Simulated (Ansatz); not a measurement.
Geometry optimisation, RHF/def2-SVP (Ansatz 0.2.0).

input.yaml

```yaml
crystal:
  periodic: [false, false, false]
  atoms:
    - { symbol: O, position_ang: [0.8493, 2.1167, -0.1887] }
    - { symbol: B, position_ang: [1.1779, 0.9677, 0.5524] }
    - { symbol: S, position_ang: [1.196, -0.7145, -0.3108] }
    - { symbol: C, position_ang: [-0.4053, -1.1747, 0.1377] }
    - { symbol: S, position_ang: [-1.6648, -0.3722, -0.9833] }
    - { symbol: H, position_ang: [-0.1773, 2.2565, -0.0681] }
    - { symbol: H, position_ang: [1.5263, 1.0687, 1.6907] }
    - { symbol: H, position_ang: [-0.5473, -2.2665, 0.0175] }
    - { symbol: H, position_ang: [-0.7026, -0.9106, 1.2395] }
    - { symbol: H, position_ang: [-1.169, -1.0222, -2.0839] }
basis:
  gaussian: { orbitals: def2-SVP }
hamiltonian:
  xc: hf
relax:
  f_tol: 0.015
  max_steps: 40
output:
  orbitals: {}
```

Run as:

```bash
$ ansatz run input.yaml --threads 1 --pin off --max-ram 2048MiB --backend cpu --events-out ev --progress --plain --runs-dir out
```

Question: Where does it end, and by what steps?

Answer: The run converged. After 18 steps the energy has fallen by 1.771 eV; H7 moved furthest, 1.26 Å.

```csv
step,energy less start (eV),largest force component (eV/Å),accepted
0,0.0000,3.877,yes
1,-0.4793,2.224,yes
2,-0.6803,2.374,yes
3,-0.9212,1.410,yes
4,-1.1859,0.947,yes
5,-1.3348,0.785,yes
6,-1.4307,0.998,yes
7,-1.5373,0.578,yes
8,-1.6247,0.479,yes
9,-1.6755,0.540,yes
10,-1.6933,0.733,yes
11,-1.7637,0.230,yes
12,-1.7592,0.310,no
13,-1.7683,0.095,yes
14,-1.7701,0.047,yes
15,-1.7706,0.019,yes
16,-1.7706,0.051,yes
17,-1.7708,0.018,yes
18,-1.7708,0.003,yes
```

```xyz
10
Properties=species:S:1:pos:R:3
O 0.290 1.927 0.428
B 1.288 1.051 0.554
S 1.175 -0.765 0.309
C -0.591 -1.173 0.137
S -1.524 -0.356 -1.198
H -0.517 1.600 0.055
H 2.382 1.435 0.848
H -0.632 -2.250 0.006
H -1.127 -0.931 1.052
H -0.661 -0.589 -2.188
```

Whether the end is a true minimum wasn't checked by a vibrational analysis.

Time of the run: 56 s on 1 thread of Intel(R) Xeon(R) Processor @ 2.70GHz (shared host), peak memory 0.22 GiB.
